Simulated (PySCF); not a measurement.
[(Z)-prop-1-enyl]silane (C₃H₈Si), SMILES C/C=C\[SiH3].

Geometry optimised at r2SCAN-D4/def2-SVP.

Level of theory: PySCF with PBE/def2-TZVP.

Gas-phase values at a fixed geometry.

Computed frontier levels, gap, dipole moment and polarisability:
```yaml
highest_occupied_level: -6.37 eV
lowest_empty_level: -1.44 eV
orbital_gap: 4.93 eV
dipole_moment: 1.27 D
quadrupole, principal values (traceless, Buckingham form, about the centre of nuclear charge): -2.56, 0.37, 2.19 D·Å
mean_static_polarisability: 67.0 bohr³ (9.93 Å³)
polarisability_principal_values: 51.8, 63.0, 86.2 bohr³
```
